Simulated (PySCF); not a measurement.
Dipole response of Sb⁺ (antimony, charge +1)

[Kr] 4d10 5s2 5p2, high-spin 3P determinant. All numbers are calculated (PySCF 2.14, the spin-free X2C one-electron Hamiltonian (Gaussian nucleus), in x2c-TZVPPall with one added diffuse shell each of s, p, d, f type (9s7p5d3f, 76 functions)). Coupled (time-dependent) response in atomic units; α is the mean over directions.

| method | mean α (bohr³) | α xx, yy, zz | C₆ (like pair) | S(−4) |
| --- | --- | --- | --- | --- |
| TPSS | 25.61 | 23.43, 26.70, 26.70 | 215.7 | 169.3 |

S(−4) is the Cauchy moment in α(ω) = α(0) + S(−4) ω² + …

Spin-orbit coupling is absent.

α(iu) at TPSS:

```tsv
u (hartree)	α(iu) (bohr³)
0	25.61
0.0500	25.20
0.100	24.04
0.200	20.45
0.300	16.58
0.500	10.79
0.750	6.870
1.00	4.837
1.50	2.922
2.00	2.040
3.00	1.208
5.00	0.5809
```

A single London oscillator, α(iu) = α/(1 + u²/ω²), gives C₆ = (3/4) ω α². Matching the computed C₆ needs ω = 4 × 215.7 / (3 × 25.61²) = 0.439 hartree.

For an ion, C₆ is the dispersion term alone; charge-induced terms of lower order in 1/R come first.

The components differ because the open shell of this determinant is not spherical; for a pure term their mean is the scalar polarisability.
